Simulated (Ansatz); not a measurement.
`F[SiH](F)Cl` + `N=C=O` → `O=C=N[SiH](F)Cl` + H–F at 600 K and 1 bar (ligand exchange at the Si–F bond).

Program: Ansatz. Geometries: PBE0-D4/def2-TZVP. ΔE: electronic, gas phase. CCSD(T)/CBS adds triple-zeta CCSD(T) − MP2 to the extrapolated MP2 energy (def2 sets, frozen cores). This one scheme is used for every species. One conformer a species, not always the lowest.

| species | CCSD(T)/CBS energy (Eh) | H − E (kJ/mol) | S (J/(mol·K)) |
| --- | --- | --- | --- |
| `F[SiH](F)Cl` | -949.23245 | 82.4 | 354.3 |
| `N=C=O` | -168.51995 | 83.3 | 274.5 |
| `O=C=N[SiH](F)Cl` | -1017.33874 | 127.4 | 440.1 |
| H–F | -100.39570 | 42.3 | 194.0 |

H − E and S are ideal-gas, rigid-rotor, harmonic terms from PBE0-D4/def2-TZVP, for one conformer and one mirror image of each species. 1 Eh = 2625.50 kJ/mol, R = 8.31446 J/(mol·K).

Problem. By hand: ΔE, ΔH, ΔS and ΔG.

Solution. ΔE = (-1017.33874) + (-100.39570) − (-949.23245) − (-168.51995) = 0.01796 Eh = 47.2 kJ/mol. Δ(H − E) = 127.4 + 42.3 − 82.4 − 83.3 = 4.0, so ΔH = 51.2 kJ/mol. ΔS = 440.1 + 194.0 − 354.3 − 274.5 = 5.3 J/(mol·K). ΔG = 51.2 − 600 × (5.3)/1000 = 48.0 kJ/mol.

Problem. By hand: the equilibrium constant, and the temperature at which ΔG would vanish if ΔH and ΔS stayed fixed.

Solution. log₁₀ K = −ΔG/(RT ln 10) = -4.2. ΔG = 0 at ΔH/ΔS = 9660 K, far beyond where these terms or the molecules hold.

The number of gas molecules stays the same, so ΔS is small and ΔH decides. A doubt of 5 kJ/mol in ΔE shifts log₁₀ K by 0.4 here. Other conformers and mirror images would add mixing entropy, several J/(mol·K) or more a flexible species. Modes under 60 cm⁻¹, often nearly free rotors, make the harmonic entropy too high. These are equilibria of isolated gas molecules and say nothing of rates. Largest T1 diagnostic: 0.018 (customary marks: 0.02 for closed shells, 0.045 for open ones).
